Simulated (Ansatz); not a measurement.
Input for Ansatz (development build ahead of 0.2.0):

```yaml
crystal:
  periodic: [false, false, false]
  atoms:
    - { symbol: Ru, position_ang: [0.0, 0.0, 0.0] }
    - { symbol: H, position_ang: [0.0, 0.0, 1.65] }
basis:
  gaussian: { orbitals: def2-TZVPP }
magnetization:
  spin_polarized: true
  initial_magnetization: 1
hamiltonian:
  xc: pbe0
```

The input is written out in the form of the current development build from the run's settings. The basis set brings a core potential for Ru, so the total leaves out those core electrons.

The run gave:

| Quantity | Value |
| --- | --- |
| Converged | yes |
| Total energy | -95.36856 hartree |
| Spin squared of the determinant | 1.703 |
| Stability test | minimum |

Caution: another spin multiplicity may lie lower; the unrestricted determinant is a mixture of spin states.
